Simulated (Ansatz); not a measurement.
A family of molecules: the HOMO–LUMO gap

One atom is swapped for its congeners: BH2Br `BBr`; AlH2Br `[AlH2][Br]`; GaH2Br `[GaH2][Br]`; InH2Br `[Br][InH2]`. All are singlets with charge 0.

Shapes, held fixed at every level: PBE0-D4/def2-TZVP. Programs: Ansatz 0.2.0. Values in eV.

```csv
level,BH2Br,AlH2Br,GaH2Br,InH2Br
SPW92/def2-TZVPP,3.79,4.37,3.98,3.72
B3LYP-D4/def2-TZVPP,5.77,6.09,5.64,5.27
BHLYP-D4/def2-TZVPP,8.40,8.42,7.99,7.52
PBE0-D4/def2-TZVPP,6.21,6.53,6.15,5.80
r2SCAN0-D4/def2-TZVPP,6.62,6.94,6.52,6.16
wB97X-V/def2-TZVPP,10.79,10.78,10.41,9.90
```

At wB97X-V/def2-TZVPP the HOMO–LUMO gap falls at every step, from 10.79 to 9.90 eV. 1 of 6 levels show this order throughout; 1 agree on the largest and the smallest. For atoms past krypton def2 sets carry core potentials with scalar relativity. Relativity is left out for Br, Ga unless named. Orbital gaps aren't excitation energies, and the LUMO depends on the basis.
